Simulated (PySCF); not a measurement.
**Input and output**

[WOF3]− (singlet). PySCF 2.14.0, RKS B3LYP, W def2-SVP with ECP60, O def2-SVP, F def2-SVP; non-relativistic Hamiltonian with scalar-relativistic core potentials where named; density fitting; no spin-orbit coupling. Purpose: singlet excitations, Tamm-Dancoff B3LYP.

```python
mol = gto.M(atom='''
W      0.06471     0.00000     0.00355
O      1.76414     0.00000     0.33300
F     -0.12743     1.86826    -0.23218
F     -1.87065     0.00000     0.30568
F     -0.12743    -1.86826    -0.23218''',
    basis={'W': 'def2-SVP', 'O': 'def2-SVP', 'F': 'def2-SVP'},
    ecp={'W': 'def2-SVP'},
    charge=-1, spin=0)
mf = dft.RKS(mol, xc='B3LYP')
mf.grids.atom_grid = (50, 194)
mf = mf.density_fit()  # fitting sets: W def2-universal-JKFIT, O def2-universal-JKFIT, F def2-universal-JKFIT
mf.conv_tol = 1e-08; mf.max_cycle = 55
mf.kernel(dm0)  # dm0: converged density of the relaxed state
td = mf.TDA(); td.nstates = 8; td.kernel()
```

Run from Python with OMP_NUM_THREADS=2; the lines above give its settings. Where DIIS fails, smearing, a level shift and second-order steps follow.
It took 22 s on 2 threads of Arm Neoverse V2 (shared host), from an already converged density.

Where do the frontier levels lie, over both spins?

HOMO -0.63 eV, LUMO 2.56 eV. 

What are the Mulliken charges and spins?


| atom | charge (e) | spin (e) |
| --- | --- | --- |
| W1 | 0.665 | 0.000 |
| O2 | -0.441 | 0.000 |
| F3 | -0.390 | 0.000 |
| F4 | -0.444 | 0.000 |
| F5 | -0.390 | 0.000 |

Which singlet excitations follow (Tamm-Dancoff, 8 states)?


| state | eV | oscillator strength |
| --- | --- | --- |
| 1 | 1.51 | 0.0001 |
| 2 | 2.92 | 0.0102 |
| 3 | 2.92 | 0.0003 |
| 4 | 4.95 | 0.3804 |
| 5 | 5.13 | 0.0598 |
| 6 | 5.23 | 0.0003 |
| 7 | 5.43 | 0.0549 |
| 8 | 5.57 | 0.0151 |
For an anion in a basis without diffuse functions, states above the detachment energy aren't bound: they are resonances at best, or continuum confined by the basis.
Functionals without range separation put charge-transfer states too low; the basis has no diffuse functions.

The geometry was relaxed with B3LYP (W def2-SVP with ECP60, O def2-SVP, F def2-SVP).
